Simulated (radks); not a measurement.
The numbers below are computed, except where a source is named.
Q: All-electron atom: the phosphorus ion P2+ in [Ne] 3s2 3p0.75 3d0.25 (fractional occupations, a model configuration). Level of theory: scalar-relativistic Kohn-Sham, exchange-only LDA, spin-unpolarised, spherical densities, finite nucleus; Fermi nuclear charge, rms radius 3.1889 fm (a radial shooting solver on a logarithmic mesh with Libxc functionals). Some entries of the table are withheld. Estimate them.

orbital  occ.  eigenvalue (eV)  <r^2> (bohr^2)  r(max) (bohr)
1s          2        -2098.755         0.01453        0.06785
2s          2              (1)          0.3244         0.4199
2p          6        -146.9213          0.2958         0.3532
3s          2         -33.0772           3.500          1.507
3p       0.75         -23.4920           4.551            (2)
3d       0.25         -11.3686           8.821          2.172

A: 
(1) 2s eigenvalue (eV): -195.4757
(2) 3p r(max) (bohr): 1.671
